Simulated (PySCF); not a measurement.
PySCF input for ethynylcyclopropane (C5H6), SMILES C#CC1CC1, TDA-PBE/def2-SVPD. Geometry: B3LYP-D3(BJ)/def2-SVP.

```python
import numpy as np
from pyscf import gto, scf, dft, tdscf

mol = gto.M(
    atom='''
    C     2.28077378    0.18270807   -0.00000000
    C     1.11894319   -0.16474310    0.00000000
    C    -0.26221077   -0.57554697    0.00000000
    C    -1.30381940    0.23955105    0.74919835
    C    -1.30381940    0.23955105   -0.74919835
    H     3.30939721    0.48859848   -0.00000000
    H    -0.41166066   -1.66096236    0.00000001
    H    -0.95263105    1.13617433    1.26549190
    H    -2.08583945   -0.31455270    1.27488887
    H    -2.08583944   -0.31455270   -1.27488888
    H    -0.95263105    1.13617432   -1.26549191
    ''',
    basis='def2-SVPD',
    charge=0,
    spin=0,
    symmetry=True,
    max_memory=1600,
    verbose=4,
)
mf = dft.RKS(mol, xc='pbe').density_fit(auxbasis='def2-universal-jkfit')
mf.grids.level = 3
mf.conv_tol = 1e-9
mf.max_cycle = 100
mf.kernel()
mf.grids = dft.Grids(mol).set(level=1).build(with_non0tab=True)  # coarser grid for the response kernel
td = tdscf.TDA(mf)
td.singlet = True
td.nstates = 10
td.conv_tol = 1e-4
td.positive_eig_threshold = 1e-6
td.kernel(x0=td.get_init_guess(mf, 15))
td.analyze()
tt = tdscf.TDA(mf)
tt.singlet = False
tt.nstates = 4
tt.conv_tol = 1e-4
tt.positive_eig_threshold = 1e-6
tt.kernel(x0=tt.get_init_guess(mf, 9))
tt.analyze(verbose=3)
```

Program output:

```
PySCF version 2.14.0

[INPUT] verbose = 4
[INPUT] num. atoms = 11
[INPUT] num. electrons = 36
[INPUT] charge = 0
[INPUT] spin (= nelec alpha-beta = 2S) = 0
[INPUT] symmetry True subgroup None
[INPUT] Mole.unit = angstrom
[INPUT] Symbol           X                Y                Z      unit          X                Y                Z       unit  Magmom
[INPUT]  1 C      2.280773780000   0.182708070000   0.000000000000 AA    4.310037796289   0.345268213048   0.000000000000 Bohr   0.0
[INPUT]  2 C      1.118943190000  -0.164743100000   0.000000000000 AA    2.114496178047  -0.311319339912   0.000000000000 Bohr   0.0
[INPUT]  3 C     -0.262210770000  -0.575546970000   0.000000000000 AA   -0.495506542211  -1.087626145123   0.000000000000 Bohr   0.0
[INPUT]  4 C     -1.303819400000   0.239551050000   0.749198350000 AA   -2.463861581895   0.452685877352   1.415779694476 Bohr   0.0
[INPUT]  5 C     -1.303819400000   0.239551050000  -0.749198350000 AA   -2.463861581895   0.452685877352  -1.415779694476 Bohr   0.0
[INPUT]  6 H      3.309397210000   0.488598480000   0.000000000000 AA    6.253854364300   0.923317312079   0.000000000000 Bohr   0.0
[INPUT]  7 H     -0.411660660000  -1.660962360000   0.000000010000 AA   -0.777925903658  -3.138763963611   0.000000018897 Bohr   0.0
[INPUT]  8 H     -0.952631050000   1.136174330000   1.265491900000 AA   -1.800211782257   2.147058313461   2.391433103855 Bohr   0.0
[INPUT]  9 H     -2.085839450000  -0.314552700000   1.274888870000 AA   -3.941665300313  -0.594418454742   2.409190803556 Bohr   0.0
[INPUT] 10 H     -2.085839440000  -0.314552700000  -1.274888880000 AA   -3.941665281416  -0.594418454742  -2.409190822453 Bohr   0.0
[INPUT] 11 H     -0.952631050000   1.136174320000  -1.265491910000 AA   -1.800211782257   2.147058294564  -2.391433122753 Bohr   0.0

nuclear repulsion = 146.795293674481
point group symmetry = Cs
symmetry origin: [-2.09969568e-09 -1.57477176e-09 -5.24923919e-10]
symmetry axis x: [ 1.00000000e+00 -9.79001629e-10  1.98857285e-10]
symmetry axis y: [-9.79001628e-10 -1.00000000e+00 -2.78337024e-09]
symmetry axis z: [-1.98857288e-10 -2.78337028e-09  1.00000000e+00]
num. orbitals of irrep A' = 90
num. orbitals of irrep A" = 58
number of shells = 64
number of NR pGTOs = 210
number of NR cGTOs = 148
basis = def2-SVPD
ecp = {}


[settings echo left out]
init E= -194.03225070424
HOMO (A") = -0.311052065548428  LUMO (A") = -0.0694459350801697  gap/eV = 6.57444
cycle= 1 E= -193.583936950945  delta_E= 0.448  |g|= 0.454  |ddm|= 9.04
HOMO (A") = -0.140900676923164  LUMO (A') = 0.0229932047837771  gap/eV = 4.45978
cycle= 2 E= -193.538064623371  delta_E= 0.0459  |g|= 0.608  |ddm|= 2.85
HOMO (A") = -0.222458188971083  LUMO (A') = -0.00873057845414182  gap/eV = 5.81582
cycle= 3 E= -193.643639162237  delta_E= -0.106  |g|= 0.0865  |ddm|= 1.48
HOMO (A") = -0.224304137659071  LUMO (A') = -0.00901781926409484  gap/eV = 5.85824
cycle= 4 E= -193.643806854422  delta_E= -0.000168  |g|= 0.0813  |ddm|= 0.232
HOMO (A") = -0.223114079756173  LUMO (A') = -0.00868885004235009  gap/eV = 5.83481
cycle= 5 E= -193.645497939432  delta_E= -0.00169  |g|= 0.0171  |ddm|= 0.102
HOMO (A") = -0.222093242277017  LUMO (A') = -0.00797483720757919  gap/eV = 5.82646
cycle= 6 E= -193.645568296903  delta_E= -7.04e-05  |g|= 0.00482  |ddm|= 0.0383
HOMO (A") = -0.222473340372734  LUMO (A') = -0.00822350172972053  gap/eV = 5.83004
cycle= 7 E= -193.64557509688  delta_E= -6.8e-06  |g|= 0.000865  |ddm|= 0.0133
HOMO (A") = -0.222451305440936  LUMO (A') = -0.00822205535897202  gap/eV = 5.82947
cycle= 8 E= -193.645575295992  delta_E= -1.99e-07  |g|= 0.000211  |ddm|= 0.00213
HOMO (A") = -0.222455762250795  LUMO (A') = -0.0082251936033364  gap/eV = 5.82951
cycle= 9 E= -193.645575306019  delta_E= -1e-08  |g|= 6.27e-05  |ddm|= 0.000491
HOMO (A") = -0.222455665892889  LUMO (A') = -0.00822460091001176  gap/eV = 5.82952
cycle= 10 E= -193.645575307058  delta_E= -1.04e-09  |g|= 9.59e-06  |ddm|= 0.000198
HOMO (A") = -0.222456129078045  LUMO (A') = -0.00822497590683824  gap/eV = 5.82953
cycle= 11 E= -193.645575307087  delta_E= -2.81e-11  |g|= 1.36e-06  |ddm|= 3.71e-05
HOMO (A") = -0.222455747865543  LUMO (A') = -0.00822478860169706  gap/eV = 5.82952
Extra cycle  E= -193.645575307085  delta_E= 1.08e-12  |g|= 1.48e-06  |ddm|= 9.53e-06
converged SCF energy = -193.645575307085
tot grids = 40736
Overwritten attributes  positive_eig_threshold  of <class 'pyscf.tdscf.rks.TDA'>


******** <class 'pyscf.tdscf.rks.TDA'> for <class 'pyscf.df.df_jk.DFSymAdaptedRKS'> ********
nstates = 10 singlet
deg_eia_thresh = 1.000e-03
wfnsym = None
conv_tol = 0.0001
eigh lindep = 1e-12
eigh level_shift = 0
eigh max_cycle = 100


Excitation energies (eV)
[5.88126127 6.32180389 6.57404172 6.65651126 6.90180286 6.93157008
 7.08016852 7.10320219 7.26448736 7.47165998]

** Singlet excitation energies and oscillator strengths **
Excited State   1:   A"      5.88126 eV    210.81 nm  f=0.0045
      18 -> 19       -0.70269
Excited State   2:   A'      6.32180 eV    196.12 nm  f=0.0056
      17 -> 19        0.54099
      18 -> 20       -0.44965
Excited State   3:   A"      6.57404 eV    188.60 nm  f=0.0202
      17 -> 20       -0.50110
      18 -> 21       -0.49306
Excited State   4:   A"      6.65651 eV    186.26 nm  f=0.0108
      17 -> 20       -0.48341
      18 -> 21        0.50465
Excited State   5:   A"      6.90180 eV    179.64 nm  f=0.0045
      18 -> 22        0.70136
Excited State   6:   A'      6.93157 eV    178.87 nm  f=0.0970
      17 -> 19        0.20289
      17 -> 21        0.56903
      17 -> 22        0.15618
      18 -> 20        0.29040
      18 -> 23        0.13291
Excited State   7:   A'      7.08017 eV    175.11 nm  f=0.0043
      17 -> 21       -0.20983
      18 -> 23        0.66616
Excited State   8:   A"      7.10320 eV    174.55 nm  f=0.0030
      18 -> 24       -0.70318
Excited State   9:   A'      7.26449 eV    170.67 nm  f=0.0433
      17 -> 21        0.22254
      17 -> 22       -0.62754
      17 -> 24        0.11279
      18 -> 23        0.15547
Excited State  10:   A'      7.47166 eV    165.94 nm  f=0.0355
      17 -> 21        0.10843
      17 -> 22        0.19470
      17 -> 24        0.65100
      18 -> 20       -0.12134

** Transition electric dipole moments (AU) **
state          X           Y           Z        Dip. S.      Osc.
  1         0.0000      0.0000     -0.1758      0.0309      0.0045
  2         0.1683     -0.0886     -0.0000      0.0362      0.0056
  3         0.0000      0.0000     -0.3540      0.1253      0.0202
  4        -0.0000      0.0000      0.2571      0.0661      0.0108
  5        -0.0000      0.0000     -0.1639      0.0269      0.0045
  6        -0.7165      0.2405     -0.0000      0.5712      0.0970
  7        -0.1489     -0.0526     -0.0000      0.0249      0.0043
  8         0.0000      0.0000     -0.1303      0.0170      0.0030
  9         0.1993      0.4511     -0.0000      0.2432      0.0433
 10         0.3897      0.2054      0.0000      0.1940      0.0355

** Transition velocity dipole moments (imaginary part, AU) **
state          X           Y           Z        Dip. S.      Osc.
  1        -0.0000      0.0000     -0.0199      0.0004      0.0012
  2         0.0124     -0.0032     -0.0000      0.0002      0.0005
  3        -0.0000      0.0000     -0.0521      0.0027      0.0075
  4         0.0000      0.0000      0.0850      0.0072      0.0197
  5        -0.0000      0.0000     -0.0314      0.0010      0.0026
  6        -0.1129      0.0619      0.0000      0.0166      0.0434
  7        -0.0406      0.0020     -0.0000      0.0017      0.0042
  8         0.0000     -0.0000     -0.0425      0.0018      0.0046
  9         0.0115      0.0959      0.0000      0.0093      0.0233
 10         0.0478      0.0529     -0.0000      0.0051      0.0124

** Transition magnetic dipole moments (imaginary part, AU) **
state          X           Y           Z
  1         0.1642     -0.2156      0.0000
  2        -0.0000      0.0000     -0.1925
  3        -0.0621     -0.3916      0.0000
  4        -0.1163      0.4022     -0.0000
  5        -0.2611     -0.0276      0.0000
  6        -0.0000     -0.0000     -0.3968
  7        -0.0000     -0.0000      0.1584
  8         0.0886     -0.4674     -0.0000
  9        -0.0000     -0.0000     -0.3578
 10        -0.0000      0.0000     -0.7498


******** <class 'pyscf.tdscf.rks.TDA'> for <class 'pyscf.df.df_jk.DFSymAdaptedRKS'> ********
nstates = 4 triplet
deg_eia_thresh = 1.000e-03
wfnsym = None
conv_tol = 0.0001
eigh lindep = 1e-12
eigh level_shift = 0
eigh max_cycle = 100


Excitation energies (eV)
[5.14790838 5.4617064  5.57923261 6.184161  ]

** Triplet excitation energies and oscillator strengths **
Excited State   1:   A'      5.14791 eV    240.84 nm  f=0.0000
Excited State   2:   A"      5.46171 eV    227.01 nm  f=0.0000
Excited State   3:   A'      5.57923 eV    222.22 nm  f=0.0000
Excited State   4:   A"      6.18416 eV    200.49 nm  f=0.0000
```

The run converged.
